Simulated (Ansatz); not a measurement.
Computed with Ansatz on PBE0-D4/def2-TZVP structures; ΔE is electronic, products minus reactants. CCSD(T)/CBS is the MP2 limit (def2-TZVPP, def2-QZVPP) plus CCSD(T) − MP2 in def2-TZVPP, frozen cores. This one scheme is used for every species. DFT in def2-TZVPP. B3LYP here is the variant with VWN-RPA as its local correlation; programs differ in this. For Ge outer-core shells are correlated without core-valence functions, which leaves a few kJ/mol of doubt a bond. Scalar relativity is left out up to krypton. Each species was taken in one conformer, which may not be the lowest.

`CB[S][GeH3]` + `N[SiH](O)O` → `O[SiH](O)[NH][GeH3]` + `CBS`  (ligand exchange at a Ge–S bond)

`CB[S][GeH3]`:

```xyz
11

C    -2.215    0.424    0.090
B    -0.669    0.251    0.182
S     0.189   -0.806   -0.975
Ge    2.294   -0.574   -0.262
H    -2.673    0.141    1.045
H    -2.696   -0.143   -0.708
H    -2.456    1.486   -0.041
H    -0.038    0.823    1.026
H     2.397   -1.075    1.184
H     2.698    0.903   -0.351
H     3.167   -1.429   -1.192
```

`N[SiH](O)O`:

Cartesian coordinates in Å:
```
N -0.131 -1.203 -0.345
Si 0.420 0.387 -0.016
O 0.351 0.595 1.609
O -0.496 1.409 -0.912
H -0.287 -1.489 -1.298
H 0.215 -1.973 0.206
H 1.809 0.734 -0.371
H -0.441 0.290 2.055
H -1.441 1.249 -0.927
```

`O[SiH](O)[NH][GeH3]`:

Cartesian coordinates in Å:
```
O 0.821 0.399 1.819
Si 1.184 0.309 0.223
O 1.062 1.869 -0.288
N 0.113 -0.759 -0.554
Ge -1.718 -0.824 -0.335
H 0.943 1.257 2.229
H 2.554 -0.212 -0.014
H 1.149 2.029 -1.228
H 0.524 -1.569 -0.992
H -2.360 -1.133 -1.700
H -2.118 -1.921 0.669
H -2.154 0.555 0.171
```

`CBS`:

Z-matrix (Å, degrees):
```
C
B 1 1.558
H 1 1.096 2 109.5
H 1 1.096 2 109.6 3 115.0
H 1 1.092 2 115.2 3 -122.5
S 2 1.782 1 119.7 3 122.5
H 2 1.195 1 121.8 3 -57.5
H 6 1.343 2 98.9 1 -180.0
```

```
             level  ΔE (kcal/mol)  difference from CCSD(T)/CBS
            PBE-D4            9.1                          1.7
         r2SCAN-D4            8.3                          0.9
           PBE0-D4            8.7                          1.3
          B3LYP-D4            7.5                          0.1
           ωB97X-V            7.0                         -0.4
           ωB97M-V            7.5                          0.1
            B2PLYP            7.6                          0.2
               PBE            9.4                          2.0
            r2SCAN            8.4                          1.0
              PBE0            9.0                          1.6
             B3LYP            8.0                          0.6
     HF/def2-TZVPP            6.1                         -1.3
    MP2/def2-TZVPP            7.5                          0.1
SCS-MP2/def2-TZVPP            6.6                         -0.8
   CCSD/def2-TZVPP            6.4                         -1.0
CCSD(T)/def2-TZVPP            6.7                         -0.7
     HF/def2-QZVPP            6.0                         -1.4
    MP2/def2-QZVPP            7.8                          0.4
SCS-MP2/def2-QZVPP            7.0                         -0.4
      HF/CBS(def2)            6.0                         -1.4
     MP2/CBS(def2)            8.2                          0.8
    CCSD/CBS(def2)            7.1                         -0.3
       CCSD(T)/CBS            7.4                            0
```

Largest T1 diagnostic among the species: 0.013.
